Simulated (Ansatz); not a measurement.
Basis-set extrapolation for CH$_{3}$AlF$_{2}$S (`C[S][Al]([F])[F]`) (PBE0-D4/def2-TZVP geometry, frozen core, Ansatz). Multiplicity 1, RHF reference.

```json
{"": "HF", "def2-TZVPP": "-878.272978", "def2-QZVPP": "-878.303602"}
{"": "MP2 correlation", "def2-TZVPP": "-0.922588", "def2-QZVPP": "-1.005490"}
{"": "CCSD(T) correlation", "def2-TZVPP": "-0.983531", "def2-QZVPP": "not run"}
```

Energies in hartree. Use E(X) = E(∞) + A·exp(−7.88·√X) for Hartree–Fock and E(X) = E(∞) + B·X^(−2.97) for correlation, with X = 3 and 4, and add CCSD(T) minus MP2 of the smaller set to the MP2 limit.

Question: What is the CCSD(T) energy at the basis-set limit?

Answer: HF limit: -878.303602 + (-0.030624) × 0.13774 = -878.30782. MP2 limit: -1.005490 + (-0.082902) × 0.74074 = -1.06690. Higher-order term: -0.983531 − (-0.922588) = -0.06094. Total: -879.43566 hartree, 112.4 kcal/mol below CCSD(T)/def2-TZVPP.
